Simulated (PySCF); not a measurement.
Computed shifts of a molecule C₃H₆FNSi, PBE0/pcSseg-1 run with PySCF, GIAO, gas phase, atoms alike by connectivity averaged where their shifts nearly agree, in ppm (number of nuclei): ¹⁵N: 311.0 (1). ¹³C: 125.8 (1), 13.7 (1), 13.0 (1). ²⁹Si: 13.3 (1). ¹⁹F: -227.5 (1). ¹H: 5.68 (1), 5.38 (1), 2.70 (1), 2.37 (1), 1.69 (1), 1.17 (1). References: ¹⁵N against NH3 (σ = 267.4 ppm); ¹³C against TMS (σ = 186.3 ppm); ²⁹Si against TMS (σ = 352.7 ppm); ¹⁹F against CFCl3 (σ = 167.2 ppm); ¹H against TMS (σ = 31.56 ppm), references at their B3LYP-D3(BJ)/def2-TZVP geometries, non-relativistic. Geometry optimised at B3LYP-D3(BJ)/def2-SVP. Other conformers were not sampled.

### Question
Which structure fits?
A) C=C/C=N/[SiH2]F
B) N#CCC[SiH2]F
C) F/C=C1/CN[SiH2]1
D) C#C[C@H](F)[SiH2]N

### Answer
B, N#CCC[SiH2]F
